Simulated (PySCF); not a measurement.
How exact exchange moves a shielding

Molecule: SMILES FC1([SiH3])CC1, C3H7FSi.

Mapped SMILES: `[F:1][C:2]1([SiH3:3])[CH2:4][CH2:5]1`. Hydrogens are named by the atom that carries them.

GIAO shieldings (ppm, equivalent atoms averaged) in PySCF 2.14 on the PBE0-D3(BJ)/def2-SVP geometry, basis pcSseg-2, gas phase, non-relativistic:

| functional | exact exchange (%) | σ(F1) | σ(C2) | σ(C4/C5) | σ(Si3) |
| --- | --- | --- | --- | --- | --- |
| BLYP | 0 | 387.6 | 101.4 | 161.6 | 379.3 |
| BP86 | 0 | 389.9 | 106.2 | 165.8 | 389.2 |
| PBE | 0 | 388.2 | 106.4 | 166.0 | 390.8 |
| B3LYP | 20 | 402.3 | 109.0 | 166.8 | 390.1 |
| PBE0 | 25 | 406.2 | 115.5 | 172.0 | 403.8 |
| mPW1PW91 | 25 | 407.1 | 114.8 | 171.3 | 402.1 |
| HF | 100 | 446.8 | 135.1 | 183.6 | 437.9 |

(1) Fit each shielding as a line in the percentage of exact exchange.

(2) What does the line predict for BHandHLYP (50 %), and what does the run give?

## Answers

(1) σ(F1) = 389.9 + 0.58 x (rms 1.7 ppm); σ(C2) = 105.2 + 0.31 x (rms 2.2 ppm); σ(C4/C5) = 164.9 + 0.19 x (rms 1.9 ppm); σ(Si3) = 386.4 + 0.52 x (rms 4.6 ppm). The functionals also differ in their semilocal parts, which the line can't hold; Hartree–Fock has no correlation at all.

(2) σ(F1): 418.9 predicted, 420.7 computed; σ(C2): 120.7 predicted, 119.2 computed; σ(C4/C5): 174.4 predicted, 173.5 computed; σ(Si3): 412.4 predicted, 406.6 computed ppm.
